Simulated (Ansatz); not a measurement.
Consider the cleavage of the P–Si bond: `[OH][AlH][SiH2]P` + H₂S → `PS` + `[OH][AlH][SiH3]`.

Program: Ansatz. Geometries: PBE0-D4/def2-TZVP. ΔE: electronic, gas phase. CBS: MP2 limit from def2 TZ/QZ plus the TZ coupled-cluster correction, frozen cores. This one scheme is used for every species. Functionals use def2-TZVPP. HSE06 is defined as in plane-wave codes. Each species was taken in one conformer, which may not be the lowest.

```json
{"level": "LDA (SPW92)", "ΔE (kcal/mol)": "5.5", "difference from CCSD(T)/CBS": "0.6"}
{"level": "PBE-D4", "ΔE (kcal/mol)": "5.3", "difference from CCSD(T)/CBS": "0.4"}
{"level": "revPBE-D4", "ΔE (kcal/mol)": "5.1", "difference from CCSD(T)/CBS": "0.2"}
{"level": "r2SCAN-D4", "ΔE (kcal/mol)": "5.1", "difference from CCSD(T)/CBS": "0.2"}
{"level": "PBE0-D4", "ΔE (kcal/mol)": "5.3", "difference from CCSD(T)/CBS": "0.4"}
{"level": "HSE06-D4", "ΔE (kcal/mol)": "5.4", "difference from CCSD(T)/CBS": "0.5"}
{"level": "PBE", "ΔE (kcal/mol)": "4.7", "difference from CCSD(T)/CBS": "-0.2"}
{"level": "revPBE", "ΔE (kcal/mol)": "4.4", "difference from CCSD(T)/CBS": "-0.5"}
{"level": "BHLYP", "ΔE (kcal/mol)": "3.1", "difference from CCSD(T)/CBS": "-1.8"}
{"level": "RPA@PBE/def2-TZVPP", "ΔE (kcal/mol)": "4.8", "difference from CCSD(T)/CBS": "-0.1"}
{"level": "HF/def2-SVP", "ΔE (kcal/mol)": "4.4", "difference from CCSD(T)/CBS": "-0.5"}
{"level": "MP2/def2-SVP", "ΔE (kcal/mol)": "7.1", "difference from CCSD(T)/CBS": "2.2"}
{"level": "CCSD(T)/def2-SVP", "ΔE (kcal/mol)": "6.9", "difference from CCSD(T)/CBS": "2.0"}
{"level": "HF/def2-TZVPP", "ΔE (kcal/mol)": "2.3", "difference from CCSD(T)/CBS": "-2.6"}
{"level": "SCS-MP2/def2-QZVPP", "ΔE (kcal/mol)": "4.0", "difference from CCSD(T)/CBS": "-0.9"}
{"level": "HF/CBS(def2)", "ΔE (kcal/mol)": "2.2", "difference from CCSD(T)/CBS": "-2.7"}
{"level": "CCSD(T)/CBS", "ΔE (kcal/mol)": "4.9", "difference from CCSD(T)/CBS": "0"}
```

Largest T1 diagnostic among the species: 0.014.

At CCSD(T), def2-SVP lies +2.0 kcal/mol from the extrapolated value and def2-TZVPP +0.5 kcal/mol. Leaving LDA and LC-ωPBE aside and taking each functional with its dispersion term where it has one, the values, not all of them listed here, spread over 1.4 kcal/mol, from B2PLYP to HSE06-D4. LDA lies +0.8 kcal/mol from PBE without D4. The D4 term adds +1.1 kcal/mol with B3LYP and +0.7 kcal/mol with PBE0; it sums over pairs of atoms, weighted by their polarisabilities, and B3LYP, whose exchange is more repulsive, gets the larger term.

B3LYP here is the variant with VWN-RPA as its local correlation; programs differ in this.
